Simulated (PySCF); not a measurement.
# Hartree-Fock beside MP2: BF3H anion

Calculated results; nothing here was measured. They come from PySCF 2.14.0, an open-source quantum chemistry program, on an isolated molecule that a program drew, which may never have been made. The molecule is BF3H anion (charge -1, singlet), drawn as the SMILES string `F[BH-](F)F`.

The geometry was optimised and harmonic frequencies were computed with HF and MP2, all in the aug-cc-pVDZ basis, for the commonest isotopes, with a restricted reference for singlets and an unrestricted one otherwise, and a frozen core in MP2. Each result is a local minimum of its method.

Geometry at the HF minimum:
```xyz
5
BF3H anion, angstrom
F    -0.0380   -0.3794   -0.7454
B     1.3755   -0.3293   -0.8957
F     1.6847    0.7326   -1.7901
F     1.9409   -0.0151    0.3711
H     1.8122   -1.4036   -1.3191
```

Lengths of the bonds as drawn, in Å (atoms numbered as above):
| bond | HF | MP2 |
|---|---|---|
| F1-B2 | 1.422 | 1.452 |
| B2-F3 | 1.422 | 1.452 |
| B2-F4 | 1.422 | 1.452 |
| B2-H5 | 1.235 | 1.235 |

Rotational constants, in GHz:
```
constant,HF,MP2
A,9.119,8.757
B,9.119,8.757
C,5.023,4.815
```

Harmonic frequencies in cm^-1, each column in rising order, so a row needn't be the same motion in every method:
```
rank,HF,MP2
1,413,379
2,413,379
3,586,?
4,974,910
5,974,910
6,977,910
7,1200,1122
8,1200,1122
9,2405,2413
```

**Estimate the missing MP2 frequency from the HF column.**

A single factor s that minimises the squared misfit of MP2 against s times HF over the other rows is sum(HF x MP2) / sum(HF^2) = 0.9674, with an rms misfit of 43 cm^-1. For rank 3 it gives 0.9674 x 586 = 567 cm^-1. The calculation gives 539 cm^-1, 28 cm^-1 below the estimate. The drawn bonds are on average 1.6 % longer in MP2 than in HF.
